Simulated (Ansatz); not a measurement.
`SC[SiH2]S` + H₂ → `[SiH3]S` + CH₃SH at 298.15 K and 1 bar (hydrogenolysis of the Si–C bond).

Program: Ansatz. Geometries: PBE0-D4/def2-TZVP. ΔE: electronic, gas phase. CCSD(T)/CBS is the MP2 limit (def2-TZVPP, def2-QZVPP) plus CCSD(T) − MP2 in def2-TZVPP, frozen cores. This one scheme is used for every species. One conformer a species, not always the lowest.

| species | CCSD(T)/CBS energy (Eh) | H − E (kJ/mol) | S (J/(mol·K)) |
| --- | --- | --- | --- |
| `SC[SiH2]S` | -1126.32104 | 188.3 | 347.5 |
| H₂ | -1.17544 | 35.1 | 130.4 |
| `[SiH3]S` | -689.27336 | 102.7 | 272.7 |
| CH₃SH | -438.22835 | 133.0 | 253.2 |

H − E and S are ideal-gas, rigid-rotor, harmonic terms from PBE0-D4/def2-TZVP, for one conformer and one mirror image of each species. The MP2-based limit puts H₂ 0.8 mEh under its directly extrapolated value; such offsets cancel only in part. 1 Eh = 2625.50 kJ/mol, R = 8.31446 J/(mol·K).

Q: By hand: ΔE, ΔH, ΔS and ΔG.

A: ΔE = (-689.27336) + (-438.22835) − (-1126.32104) − (-1.17544) = -0.00523 Eh = -13.7 kJ/mol. Δ(H − E) = 102.7 + 133.0 − 188.3 − 35.1 = 12.3, so ΔH = -1.4 kJ/mol. ΔS = 272.7 + 253.2 − 347.5 − 130.4 = 48.0 J/(mol·K). ΔG = -1.4 − 298.15 × (48.0)/1000 = -15.7 kJ/mol.

Q: By hand: the equilibrium constant, and the temperature at which ΔG would vanish if ΔH and ΔS stayed fixed.

A: log₁₀ K = −ΔG/(RT ln 10) = 2.8. ΔH and −TΔS have one sign here, so there is no such temperature. One of them is within its doubt of zero, so this could turn.

TΔS isn't small against ΔH here. A doubt of 5 kJ/mol in ΔE shifts log₁₀ K by 0.9 here. Other conformers and mirror images would add mixing entropy, several J/(mol·K) or more a flexible species. These are equilibria of isolated gas molecules and say nothing of rates. Largest T1 diagnostic: 0.011 (customary marks: 0.02 for closed shells, 0.045 for open ones).
